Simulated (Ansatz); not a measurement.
Reaction (redistribution): `F[CH2][SnH2][Cl]` + `[F][Ti]([F])([F])[Br]` → `F[CH2][SnH2][F]` + `[F][Ti]([F])([Cl])[Br]`

Isolated molecules relaxed with PBE0-D4/def2-TZVP in Ansatz; ΔE leaves out vibrations. CCSD(T)/CBS adds triple-zeta CCSD(T) − MP2 to the extrapolated MP2 energy (def2 sets, frozen cores). Functionals use def2-TZVPP. Elements past krypton have def2 core potentials. For Br, Sn, Ti outer-core shells are correlated without core-valence functions, which leaves a few kJ/mol of doubt a bond. Scalar relativity is left out up to krypton. One conformer a species, not always the lowest.

(1) Is it downhill or uphill in electronic energy at CCSD(T)/CBS, and by how much? (Estimate.)

(2) What do these levels give: PBE-D4, r2SCAN-D4, MP2/def2-TZVPP, CCSD/def2-TZVPP, HF/CBS(def2), CCSD/CBS(def2)? (Best estimate.)

Largest T1 diagnostic among the species: 0.022, so the coupled-cluster value is less sure than usual.

Results:

(1) Computed: Uphill: ΔE = +11.9 kcal/mol.

(2) The calculation gave: PBE-D4 13.2, r2SCAN-D4 13.2, MP2/def2-TZVPP 12.0, CCSD/def2-TZVPP 14.4, HF/CBS(def2) 15.1, CCSD/CBS(def2) 13.3 kcal/mol.

From PBE to PBE0 (25 % exact exchange), in def2-TZVPP and without D4, ΔE moves by +0.8 kcal/mol. In def2-TZVPP, CCSD(T) changes the Hartree–Fock value by −2.5 kcal/mol (the triples alone add −1.4 kcal/mol) and MP2 by −3.5 kcal/mol.
